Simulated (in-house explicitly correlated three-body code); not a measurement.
Computed with an exponentially correlated three-body code. Model: two electrons around a point charge, non-relativistic, variational in 260 exponentially correlated functions (energies converged to about 1e-7 hartree, or 1e-8 relative for large Z).

For two electrons in a singlet the Kohn-Sham orbital is the square root of half the density, so the exact Kohn-Sham potential and energy parts follow from the density alone, and exchange is minus half the Hartree energy. The Kohn-Sham level equals minus the binding energy of the second electron.

Command:
```bash
python run_hyl.py task.json out
```
Settings (lengths in bohr, energies in hartree):
```
Z                      1.94
interaction_strength   1
functions              260
states_tried           13
```

Run time, properties included: 45 s on 1 thread of Intel(R) Xeon(R) Platinum 8375C CPU @ 2.90GHz (Ice Lake), with other jobs on the host.

**Those bound S and P states to n = 4 that converged, binding against the one-electron ion.**

Given: nuclear charge 1.94.

Computed: one-electron threshold -1.8818 hartree.

```
term  energy (hartree)  binding (eV)  quantum defect
1 1S       -2.70472436        22.393         0.26729
2 3S       -2.03892737        4.2757         0.32318
2 1S                 ?             ?               ?
2 3P       -1.99944344        3.2012        0.062111
2 1P       -1.99130278        2.9797      -0.0086315
3 3S        -1.9430513        1.6667         0.31431
3 1S       -1.93624948        1.4816          0.1515
3 3P       -1.93312318        1.3966        0.066027
3 1P       -1.93054728        1.3265       -0.010493
4 3S       -1.91427758       0.88376         0.31174
4 1S                 ?             ?               ?
4 3P       -1.91036416       0.77727        0.067198
4 1P       -1.90926115       0.74726       -0.011008
```

(1) What belongs in the row 2 1S?

(2) What belongs in the row 4 1S?

**Electric-dipole lines between converged S and P states, rate of the upper state's decay.**

| s state | p state | p minus s (eV) | oscillator strength from s | rate (1/s) |
| --- | --- | --- | --- | --- |
| 1 1S | 2 1P | 19.413 | 0.26047 | 1.4198e+09 |
| 1 1S | 3 1P | 21.066 | 0.06984 | 4.4831e+08 |
| 1 1S | 4 1P | 21.646 | 0.028475 | 1.9297e+08 |
| 2 1S | 2 1P | 0.56239 | 0.39467 | 1.8055e+06 |
| 2 1S | 3 1P | 2.2156 | 0.14119 | 1.0025e+07 |
| 2 1S | 4 1P | 2.7949 | 0.046623 | 5.2676e+06 |
| 3 1S | 2 1P | -1.4981 | -0.15187 | 1.4789e+07 |
| 3 1S | 3 1P | 0.15516 | 0.65505 | 228110 |
| 3 1S | 4 1P | 0.73439 | 0.13257 | 1.0342e+06 |
| 4 1S | 2 1P | -2.1688 | -0.026666 | 5.4426e+06 |
| 4 1S | 3 1P | -0.51556 | -0.32018 | 3.6927e+06 |
| 4 1S | 4 1P | 0.06367 | 0.89676 | 52581 |
| 2 3S | 2 3P | 1.0744 | 0.56284 | 9.3976e+06 |
| 2 3S | 3 3P | ? | ? | ? |
| 2 3S | 4 3P | 3.4984 | 0.022832 | 4.0418e+06 |
| 3 3S | 2 3P | -1.5345 | -0.22008 | 2.2487e+07 |
| 3 3S | 3 3P | ? | ? | ? |
| 3 3S | 4 3P | 0.88946 | 0.040394 | 462230 |
| 4 3S | 2 3P | -2.3175 | -0.032688 | 7.6178e+06 |
| 4 3S | 3 3P | -0.51281 | -0.45813 | 5.2278e+06 |
| 4 3S | 4 3P | 0.10649 | 1.2663 | 207700 |

(3) What belongs in the row 2 3S 3 3P?

(4) What belongs in the row 3 3S 3 3P?

**Exact Kohn-Sham parts of the ground state from its density.**

Computed: total energy -2.70472436 hartree; Kohn-Sham kinetic 2.6684 hartree; Hartree energy 1.9738 hartree; exchange energy -0.98689 hartree; kinetic part of the DFT correlation energy 0.036356 hartree; potential part of the DFT correlation energy -0.078343 hartree; exact minus restricted Hartree-Fock -0.041917 hartree; restricted Hartree-Fock level -22.785 eV; dipole polarisability 1.6203 bohr³; C6 of two such species 1.8456 hartree·bohr⁶.

(5) What is the Kohn-Sham level?

(6) What is the DFT correlation energy?

**Density and exact potentials over r, pair density (one pair, times 4 pi r12^2) and exact minus Kohn-Sham pair density over r12.**

```json
{"radius (bohr)": "0.116", "radial density (electrons/bohr)": "0.35424", "exchange potential (hartree)": "-1.5913", "intracule density (1/bohr)": "0.017101", "Coulomb hole against Kohn-Sham (1/bohr)": "-0.0111", "correlation potential (hartree)": "-0.046"}
{"radius (bohr)": "0.136", "radial density (electrons/bohr)": "0.45141", "exchange potential (hartree)": "-1.5793", "intracule density (1/bohr)": "0.023671", "Coulomb hole against Kohn-Sham (1/bohr)": "-0.01471", "correlation potential (hartree)": "-0.042"}
{"radius (bohr)": "0.159", "radial density (electrons/bohr)": "0.56578", "exchange potential (hartree)": "-1.564", "intracule density (1/bohr)": "0.032541", "Coulomb hole against Kohn-Sham (1/bohr)": "-0.01923", "correlation potential (hartree)": "-0.037"}
{"radius (bohr)": "0.186", "radial density (electrons/bohr)": "0.69972", "exchange potential (hartree)": "-1.5444", "intracule density (1/bohr)": "0.0447", "Coulomb hole against Kohn-Sham (1/bohr)": "-0.02489", "correlation potential (hartree)": "-0.031"}
{"radius (bohr)": "0.218", "radial density (electrons/bohr)": "0.85322", "exchange potential (hartree)": "-1.5193", "intracule density (1/bohr)": "0.061441", "Coulomb hole against Kohn-Sham (1/bohr)": "-0.03187", "correlation potential (hartree)": "-0.025"}
{"radius (bohr)": "0.255", "radial density (electrons/bohr)": "1.0182", "exchange potential (hartree)": "-1.4884", "intracule density (1/bohr)": "0.08371", "Coulomb hole against Kohn-Sham (1/bohr)": "-0.03997", "correlation potential (hartree)": "-0.017"}
{"radius (bohr)": "0.299", "radial density (electrons/bohr)": "1.1917", "exchange potential (hartree)": "-1.4497", "intracule density (1/bohr)": "0.11378", "Coulomb hole against Kohn-Sham (1/bohr)": "-0.04917", "correlation potential (hartree)": "-0.008"}
{"radius (bohr)": "0.35", "radial density (electrons/bohr)": "?", "exchange potential (hartree)": "?", "intracule density (1/bohr)": "?", "Coulomb hole against Kohn-Sham (1/bohr)": "?", "correlation potential (hartree)": "?"}
{"radius (bohr)": "0.409", "radial density (electrons/bohr)": "1.5011", "exchange potential (hartree)": "-1.3486", "intracule density (1/bohr)": "0.20145", "Coulomb hole against Kohn-Sham (1/bohr)": "-0.06716", "correlation potential (hartree)": "0.009"}
{"radius (bohr)": "0.479", "radial density (electrons/bohr)": "1.6088", "exchange potential (hartree)": "-1.2841", "intracule density (1/bohr)": "0.26226", "Coulomb hole against Kohn-Sham (1/bohr)": "-0.07337", "correlation potential (hartree)": "0.017"}
{"radius (bohr)": "0.56", "radial density (electrons/bohr)": "1.6608", "exchange potential (hartree)": "-1.2113", "intracule density (1/bohr)": "0.33274", "Coulomb hole against Kohn-Sham (1/bohr)": "-0.07493", "correlation potential (hartree)": "0.024"}
{"radius (bohr)": "0.656", "radial density (electrons/bohr)": "1.6444", "exchange potential (hartree)": "-1.1293", "intracule density (1/bohr)": "0.41113", "Coulomb hole against Kohn-Sham (1/bohr)": "-0.06961", "correlation potential (hartree)": "0.028"}
{"radius (bohr)": "0.768", "radial density (electrons/bohr)": "1.5526", "exchange potential (hartree)": "-1.0406", "intracule density (1/bohr)": "0.48898", "Coulomb hole against Kohn-Sham (1/bohr)": "-0.0559", "correlation potential (hartree)": "0.03"}
{"radius (bohr)": "0.898", "radial density (electrons/bohr)": "?", "exchange potential (hartree)": "?", "intracule density (1/bohr)": "?", "Coulomb hole against Kohn-Sham (1/bohr)": "?", "correlation potential (hartree)": "?"}
{"radius (bohr)": "1.05", "radial density (electrons/bohr)": "1.1731", "exchange potential (hartree)": "-0.85295", "intracule density (1/bohr)": "0.59509", "Coulomb hole against Kohn-Sham (1/bohr)": "-0.007776", "correlation potential (hartree)": "0.025"}
{"radius (bohr)": "1.23", "radial density (electrons/bohr)": "0.92135", "exchange potential (hartree)": "-0.75742", "intracule density (1/bohr)": "0.59597", "Coulomb hole against Kohn-Sham (1/bohr)": "0.01828", "correlation potential (hartree)": "0.019"}
{"radius (bohr)": "1.44", "radial density (electrons/bohr)": "0.66876", "exchange potential (hartree)": "-0.66559", "intracule density (1/bohr)": "0.5488", "Coulomb hole against Kohn-Sham (1/bohr)": "0.03657", "correlation potential (hartree)": "0.014"}
{"radius (bohr)": "1.69", "radial density (electrons/bohr)": "0.43957", "exchange potential (hartree)": "-0.57819", "intracule density (1/bohr)": "0.45537", "Coulomb hole against Kohn-Sham (1/bohr)": "0.0424", "correlation potential (hartree)": "0.009"}
{"radius (bohr)": "1.97", "radial density (electrons/bohr)": "0.26522", "exchange potential (hartree)": "-0.5017", "intracule density (1/bohr)": "0.33925", "Coulomb hole against Kohn-Sham (1/bohr)": "0.03616", "correlation potential (hartree)": "0.005"}
{"radius (bohr)": "2.31", "radial density (electrons/bohr)": "0.13849", "exchange potential (hartree)": "-0.43069", "intracule density (1/bohr)": "0.21687", "Coulomb hole against Kohn-Sham (1/bohr)": "0.02286", "correlation potential (hartree)": "0.003"}
{"radius (bohr)": "2.7", "radial density (electrons/bohr)": "0.063412", "exchange potential (hartree)": "-0.36964", "intracule density (1/bohr)": "0.11865", "Coulomb hole against Kohn-Sham (1/bohr)": "0.01017", "correlation potential (hartree)": "0.001"}
{"radius (bohr)": "3.16", "radial density (electrons/bohr)": "0.024338", "exchange potential (hartree)": "-0.31625", "intracule density (1/bohr)": "0.053228", "Coulomb hole against Kohn-Sham (1/bohr)": "0.002256", "correlation potential (hartree)": "0"}
```

(7) What belongs in the row 0.35?

(8) What belongs in the row 0.898?

Answers

(1) energy (hartree): -2.01197021; binding (eV): 3.5421; quantum defect: 0.15771.

(2) energy (hartree): -1.91160097; binding (eV): 0.81093; quantum defect: 0.14967.

(3) p minus s (eV): 2.8791; oscillator strength from s: 0.054922; rate (1/s): 6.5848e+06.

(4) p minus s (eV): 0.27016; oscillator strength from s: 0.92898; rate (1/s): 980680.

(5) -22.393 eV.

(6) -0.041987 hartree.

(7) radial density (electrons/bohr): 1.3575; exchange potential (hartree): -1.4032; intracule density (1/bohr): 0.15264; Coulomb hole against Kohn-Sham (1/bohr): -0.0586; correlation potential (hartree): 0.001.

(8) radial density (electrons/bohr): 1.3906; exchange potential (hartree): -0.9479; intracule density (1/bohr): 0.55478; Coulomb hole against Kohn-Sham (1/bohr): -0.03431; correlation potential (hartree): 0.028.

The correlation energy of density-functional theory lies 0.07 millihartree below exact minus Hartree-Fock, because the Hartree-Fock density, unlike the exact one, minimises the Hartree-Fock energy.
